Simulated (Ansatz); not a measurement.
Input file for Ansatz (a quantum-chemistry and plane-wave program): R-B3LYP/def2-TZVPP on C3H8O2 (SMILES COCOC), a point of a torsion scan.

Ansatz 0.2 input:
```yaml
crystal:
  periodic: [false, false, false]
  atoms:
    - {symbol: C, position_ang: [2.07127938, 0.40641391, -0.11062129]}
    - {symbol: O, position_ang: [1.38829881, -0.65121767, 0.53610128]}
    - {symbol: C, position_ang: [0.03171279, -0.44144734, 0.71763828]}
    - {symbol: O, position_ang: [-0.55676199, 0.16464740, -0.40121868]}
    - {symbol: C, position_ang: [-1.94487921, 0.31778108, -0.26871142]}
    - {symbol: H, position_ang: [1.94740922, 1.34667557, 0.43812389]}
    - {symbol: H, position_ang: [1.71408096, 0.53783889, -1.13333497]}
    - {symbol: H, position_ang: [3.11999644, 0.11787885, -0.11452522]}
    - {symbol: H, position_ang: [-0.41078277, -1.43074174, 0.91665818]}
    - {symbol: H, position_ang: [-0.14608171, 0.21034746, 1.60612612]}
    - {symbol: H, position_ang: [-2.19277561, 0.93759579, 0.60238516]}
    - {symbol: H, position_ang: [-2.44442784, -0.65274172, -0.16365849]}
    - {symbol: H, position_ang: [-2.28714923, 0.80947739, -1.17644721]}
basis:
  gaussian:
    orbitals: def2-TZVPP
hamiltonian:
  xc: {name: B3LYP}
scf: {lower_state_search: off}
```

It printed:

```
WARN ansatz: RAYON_NUM_THREADS=1 ignored (pool sized by the plan → 1); use --threads N
Functional definition: B3LYP
these checks for a lower state are left out or cut short: stability, starts, cluster_reference, orbital_swaps, neighbouring_geometries, increment
integrals: 0.18 GiB planned
1314 factors; their error is unknown
mean field: 1.63 GiB planned
mean field evaluation 1: about -7329.5430 eV, gradient 6.4e1 eV
mean field evaluation 2: about -7323.6589 eV, gradient 8.4e1 eV
mean field evaluation 4: about -7337.9432 eV, gradient 4.0e0 eV
mean field evaluation 8: about -7337.9759 eV, gradient 7.9e-2 eV
mean field evaluation 16: about -7337.9619 eV, gradient 4.3e-5 eV
mean field -7337.96190142 eV, -269.6651260280 hartree, gradient 5.8e-6 eV, S^2 0.000000; 0 other end points of the search recorded, 0 dependent functions left out
reference -7337.96219999 eV, -269.6651370003 hartree; 21, 21 occupied and 246, 246 virtual orbitals, 1314 factors
Total energy: -7337.96219999 eV, -269.6651370003 hartree
Checks for a lower state left out: stability, starts, cluster_reference, orbital_swaps, neighbouring_geometries, increment
```

Self-consistency was reached.

Cost: around 3 core-seconds (rough).
